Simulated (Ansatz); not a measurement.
Steps of a relaxation of `C=C(N)[SiH3]` with RKS PBE0-D4/def2-TZVP.

```sh
$ ansatz run in.yaml --threads 2 --pin off --events-out ev --progress --plain --max-ram 4352MiB
```

```yaml
crystal:
  periodic: [false, false, false]
  atoms:
    - {symbol: C, position_ang: [0.172161, 1.522954, 0.380982]}
    - {symbol: C, position_ang: [-0.064647, 0.184209, 0.324480]}
    - {symbol: N, position_ang: [-0.615977, -0.562221, 1.362313]}
    - {symbol: Si, position_ang: [0.199249, -0.733811, -1.309564]}
    - {symbol: H, position_ang: [0.539031, 2.070551, -0.497726]}
    - {symbol: H, position_ang: [-0.017254, 2.109286, 1.297920]}
    - {symbol: H, position_ang: [-0.329790, -1.540773, 1.426561]}
    - {symbol: H, position_ang: [-0.648202, -0.107195, 2.279470]}
    - {symbol: H, position_ang: [-1.110037, -1.088583, -1.963900]}
    - {symbol: H, position_ang: [0.926874, -2.028995, -1.040693]}
    - {symbol: H, position_ang: [1.013893, 0.117678, -2.239344]}
basis:
  gaussian: {orbitals: def2-TZVP}
hamiltonian: {xc: pbe0, dispersion: d4}
relax: {f_tol: 0.005, max_steps: 150}
```

Positions (Å) and forces (eV/Å) along the path, 10 of 10 steps:

```xyz
11
step=1 energy=-11548.9661 eV
C     0.172    1.523    0.381   -0.149   -0.591    0.032
C    -0.065    0.184    0.324    0.138    0.742   -0.093
N    -0.616   -0.562    1.362    0.206   -0.078    0.393
Si    0.199   -0.734   -1.310    0.031   -0.008    0.002
H     0.539    2.071   -0.498   -0.203   -0.325    0.462
H    -0.017    2.109    1.298    0.113   -0.311   -0.475
H    -0.330   -1.541    1.427   -0.146    0.634   -0.072
H    -0.648   -0.107    2.279    0.058   -0.269   -0.583
H    -1.110   -1.089   -1.964    0.276    0.093    0.171
H     0.927   -2.029   -1.041   -0.149    0.277   -0.047
H     1.014    0.118   -2.239   -0.176   -0.166    0.211
11
step=2 energy=-11549.0121 eV
C     0.165    1.505    0.376   -0.016   -0.118    0.028
C    -0.073    0.184    0.317    0.074    0.153   -0.104
N    -0.621   -0.554    1.355    0.053   -0.050    0.164
Si    0.203   -0.730   -1.304   -0.037    0.036    0.057
H     0.524    2.045   -0.494   -0.036   -0.070    0.129
H    -0.002    2.081    1.289    0.006   -0.071   -0.147
H    -0.336   -1.521    1.416   -0.045    0.145   -0.025
H    -0.632   -0.103    2.262    0.008   -0.058   -0.156
H    -1.098   -1.077   -1.943    0.072    0.005    0.021
H     0.928   -2.009   -1.032   -0.033    0.070   -0.016
H     1.008    0.122   -2.220   -0.044   -0.042    0.048
11
step=3 energy=-11549.0145 eV
C     0.173    1.498    0.377   -0.055    0.046   -0.001
C    -0.067    0.183    0.317    0.011   -0.051   -0.040
N    -0.618   -0.552    1.355   -0.031   -0.007    0.021
Si    0.198   -0.726   -1.301    0.037    0.004    0.039
H     0.547    2.034   -0.483   -0.007    0.019   -0.014
H    -0.032    2.079    1.274    0.054   -0.004    0.009
H    -0.340   -1.517    1.414   -0.007   -0.018   -0.011
H    -0.622   -0.102    2.258   -0.002    0.014    0.007
H    -1.096   -1.081   -1.941   -0.014    0.005    0.010
H     0.926   -1.999   -1.034    0.010   -0.020   -0.009
H     0.996    0.125   -2.215    0.003    0.012   -0.011
11
step=4 energy=-11549.0143 eV rejected
C     0.174    1.493    0.374    0.040    0.038   -0.028
C    -0.057    0.175    0.322   -0.120    0.025   -0.048
N    -0.624   -0.550    1.359    0.022    0.016   -0.004
Si    0.201   -0.727   -1.301    0.044    0.004    0.045
H     0.554    2.026   -0.488   -0.017   -0.017    0.016
H    -0.025    2.080    1.267    0.018   -0.007    0.026
H    -0.363   -1.519    1.418    0.007   -0.038    0.012
H    -0.625   -0.097    2.261   -0.005   -0.002    0.003
H    -1.095   -1.090   -1.930   -0.013    0.003    0.013
H     0.945   -1.993   -1.050    0.013   -0.024   -0.011
H     0.980    0.144   -2.212    0.011    0.003   -0.023
11
step=5 energy=-11549.0155 eV
C     0.168    1.499    0.375    0.001    0.007    0.008
C    -0.069    0.182    0.316    0.006   -0.009   -0.022
N    -0.620   -0.551    1.355   -0.008   -0.006    0.016
Si    0.202   -0.727   -1.300   -0.001    0.003    0.007
H     0.542    2.035   -0.486   -0.011    0.007   -0.005
H    -0.020    2.078    1.277    0.014   -0.002   -0.002
H    -0.344   -1.518    1.413   -0.008   -0.006   -0.005
H    -0.623   -0.101    2.259   -0.003    0.006    0.000
H    -1.095   -1.081   -1.936   -0.003   -0.002    0.003
H     0.930   -2.000   -1.037    0.009   -0.003    0.001
H     0.995    0.128   -2.216    0.003    0.005   -0.001
11
step=6 energy=-11549.0158 eV
C     0.178    1.494    0.377   -0.006    0.002   -0.009
C    -0.072    0.180    0.315    0.024   -0.020    0.011
N    -0.630   -0.548    1.355   -0.020    0.024    0.031
Si    0.203   -0.727   -1.301   -0.013   -0.005   -0.004
H     0.551    2.029   -0.485   -0.001    0.004    0.002
H     0.001    2.073    1.281    0.003   -0.002    0.000
H    -0.367   -1.517    1.421    0.008   -0.013   -0.031
H    -0.636   -0.093    2.256    0.000    0.002   -0.008
H    -1.093   -1.107   -1.925    0.002   -0.003    0.000
H     0.961   -1.986   -1.050    0.002    0.006    0.009
H     0.971    0.145   -2.223    0.002    0.003   -0.002
11
step=7 energy=-11549.0160 eV
C     0.180    1.494    0.377    0.005   -0.002   -0.004
C    -0.072    0.180    0.315   -0.003    0.007    0.002
N    -0.633   -0.547    1.354   -0.003    0.009    0.016
Si    0.202   -0.726   -1.302    0.000   -0.006    0.007
H     0.553    2.029   -0.485    0.001   -0.002    0.004
H     0.006    2.073    1.281   -0.003   -0.002    0.000
H    -0.375   -1.518    1.415    0.003    0.000   -0.016
H    -0.635   -0.094    2.256    0.000   -0.003   -0.004
H    -1.093   -1.115   -1.921    0.005   -0.002    0.000
H     0.967   -1.980   -1.045   -0.001    0.001   -0.002
H     0.965    0.148   -2.225   -0.004   -0.001   -0.001
11
step=8 energy=-11549.0161 eV
C     0.183    1.494    0.378    0.008   -0.002   -0.004
C    -0.073    0.181    0.315   -0.012    0.013   -0.002
N    -0.637   -0.545    1.353    0.004   -0.003    0.001
Si    0.202   -0.726   -1.301    0.006   -0.006   -0.004
H     0.559    2.029   -0.483    0.001   -0.003    0.002
H     0.012    2.073    1.283   -0.005   -0.001    0.003
H    -0.385   -1.518    1.409   -0.001    0.007   -0.002
H    -0.635   -0.095    2.256    0.000   -0.005    0.001
H    -1.091   -1.127   -1.916    0.000    0.001    0.003
H     0.977   -1.974   -1.044    0.000    0.003   -0.002
H     0.954    0.151   -2.229   -0.002   -0.002    0.002
11
step=9 energy=-11549.0162 eV
C     0.187    1.494    0.379    0.003    0.000   -0.001
C    -0.075    0.182    0.314   -0.002    0.007    0.000
N    -0.641   -0.543    1.351    0.001   -0.004   -0.006
Si    0.202   -0.726   -1.300    0.004    0.000   -0.001
H     0.566    2.029   -0.481    0.000   -0.002   -0.001
H     0.016    2.072    1.284   -0.002    0.000    0.002
H    -0.395   -1.518    1.403   -0.002    0.007    0.005
H    -0.636   -0.096    2.256    0.001   -0.004    0.004
H    -1.091   -1.139   -1.909    0.003   -0.001    0.000
H     0.989   -1.967   -1.044   -0.003    0.002   -0.003
H     0.944    0.156   -2.234   -0.003   -0.004    0.001
11
step=10 energy=-11549.0162 eV
C     0.188    1.494    0.380   -0.001    0.001    0.000
C    -0.075    0.183    0.314    0.000    0.001    0.000
N    -0.642   -0.543    1.351    0.000    0.000   -0.005
Si    0.202   -0.726   -1.300    0.001   -0.004   -0.003
H     0.567    2.029   -0.480    0.001   -0.001    0.000
H     0.017    2.072    1.285    0.000    0.000    0.000
H    -0.397   -1.518    1.403   -0.001    0.001    0.003
H    -0.637   -0.096    2.256    0.001   -0.002    0.002
H    -1.091   -1.143   -1.907    0.000    0.001    0.001
H     0.991   -1.965   -1.045    0.000    0.002    0.000
H     0.941    0.156   -2.236   -0.001    0.000    0.002
```

Run time 33 s (2 threads of an AMD EPYC 7B13 on a shared host); peak host memory 0.4 GiB.
